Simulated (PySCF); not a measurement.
**How methods differ on the excitation energy of Sb**

Sb [Kr] 4d10 5s2 5p3 (4S) → Sb [Kr] 4d10 5s1 5p3 6s1 (6S), as a difference of total energies. Computed with PySCF 2.14 in aug-cc-pwCVDZ-PP with ECP28MDF, with scalar relativity through the core potential. Correlated levels: valence: 4s2 4p6 4d10 frozen; valence and next inner shell: nothing frozen outside the core potential. The calculations carry no spin-orbit coupling.

| method | excitation energy (eV) |
| --- | --- |
| UHF | 9.806 |
| LDA | 12.415 |
| PBE | 12.113 |
| PBE0 | 11.815 |
| r2SCAN | 11.754 |
| BLYP | 12.505 |
| HSE06 | 11.854 |
| M06-L | 12.437 |
| PBEsol | 12.091 |
| MP2 (valence) | 10.641 |
| SCS-MP2 (valence) | 10.970 |
| MP2 (valence and next inner shell) | 11.438 |
| SCS-MP2 (valence and next inner shell) | 11.603 |

How much does correlation contribute at MP2 (valence and next inner shell)?

11.438 − (9.806) = 1.632 eV, measured against UHF.

The upper state lies above the first ionisation limit, but in LS coupling its spin forbids autoionisation to the ground ion; at this Z spin-orbit coupling breaks that rule. A Rydberg-like electron needs more diffuse functions than a valence basis has.

The promoted electron is Rydberg-like, and one or two diffuse shells describe it only roughly, which tends to raise the upper state.
